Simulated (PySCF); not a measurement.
# Fe (iron, neutral) across methods

[Ar] 3d5 4s2 5s1, high-spin 7S determinant (an excited configuration). Computed with PySCF 2.14 in aug-cc-pVDZ (7s6p4d2f, 59 functions), with no relativity, point nucleus.

| method | E (hartree) | mean ε 4s α (eV) | mean ε 4s β (eV) | mean ε 5s α (eV) | Σ⟨r²⟩ (bohr²) | ⟨S²⟩ |
| --- | --- | --- | --- | --- | --- | --- |
| r2SCAN | -1263.325 | -10.680 | -9.537 | -1.724 | 96.78 | 12.011 |
| LDA | -1260.860 | -10.750 | -9.594 | -1.721 | 94.86 | 12.003 |
| PBE | -1263.092 | -10.539 | -9.366 | -1.749 | 97.00 | 12.004 |
| UHF | -1262.21391 | -13.275 | -11.800 | -2.521 | 104.3 | 12.007 |
| M06-2X | -1263.359 | -11.127 | -11.210 | -2.331 | 90.17 | 12.005 |
| PBE0 | -1263.140 | -11.401 | -10.208 | -2.022 | 98.55 | 12.004 |
| B97-3 | -1263.225 | -11.231 | -10.299 | -1.924 | 98.93 | 12.004 |
| TPSSh | -1263.357 | -10.918 | -9.701 | -1.821 | 99.28 | 12.006 |

The outer electron is Rydberg-like, and this basis confines it to a smaller radius and binds it less than a complete one would.
